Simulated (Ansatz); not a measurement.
Geometry optimisation, Ansatz, RKS PBE-D4/6-31G*.

input.yaml

```yaml
crystal:
  periodic: [false, false, false]
  atoms:
    - { symbol: "N", position_ang: [-0.2996, 1.60721, 0.18366] }
    - { symbol: B, position_ang: [-0.06112, 0.35402, 0.71176] }
    - { symbol: Si, position_ang: [0.26701, -1.1797, -0.45793] }
    - { symbol: F, position_ang: [-0.26617, -2.55009, 0.23997] }
    - { symbol: H, position_ang: [-0.46787, 2.42877, 0.74247] }
    - { symbol: H, position_ang: [-0.33263, 1.81058, -0.80236] }
    - { symbol: H, position_ang: [-0.06042, 0.28463, 1.88757] }
    - { symbol: H, position_ang: [-0.44233, -1.22831, -1.74601] }
    - { symbol: H, position_ang: [1.66313, -1.52711, -0.75913] }
basis:
  gaussian: { orbitals: "6-31G*" }
hamiltonian:
  xc: pbe
  dispersion: d4
relax:
  f_tol: 0.015
  max_steps: 40
output:
  orbitals: {}
```

Launched with:

```bash
$ ansatz run input.yaml --threads 1 --pin off --max-ram 2048MiB --backend cpu --events-out ev --progress --plain --runs-dir out
```

Task: Where does it end, and by what steps?

Result: The forces met the threshold. The force dipped under the threshold on the way, but the program's further checks kept it going. After 10 steps the energy has fallen by 0.199 eV; H8 moved furthest, 0.36 Å.

```
step  energy less start (eV)  largest force component (eV/Å)  accepted
   0                  0.0000                           1.332       yes
   1                 -0.1751                           0.243       yes
   2                 -0.1865                           0.099       yes
   3                 -0.1891                           0.070       yes
   4                 -0.1918                           0.087       yes
   5                 -0.1948                           0.200       yes
   6                 -0.1968                           0.153       yes
   7                 -0.1979                           0.135       yes
   8                 -0.1992                           0.053       yes
   9                 -0.1994                           0.009       yes
  10                 -0.1995                           0.012       yes
```

```xyz
9
Properties=species:S:1:pos:R:3
N -0.394 1.560 0.166
B 0.033 0.368 0.758
Si 0.271 -1.247 -0.434
F -0.537 -2.562 0.112
H -0.502 2.436 0.678
H -0.636 1.646 -0.822
H 0.273 0.382 1.940
H -0.230 -0.946 -1.831
H 1.723 -1.637 -0.568
```

Whether the end is a true minimum wasn't checked by a vibrational analysis.

Time of the run: 53 s on 1 thread of Intel(R) Xeon(R) Processor @ 2.50GHz (Skylake/Cascade Lake), with other jobs on the host, peak memory 0.17 GiB.
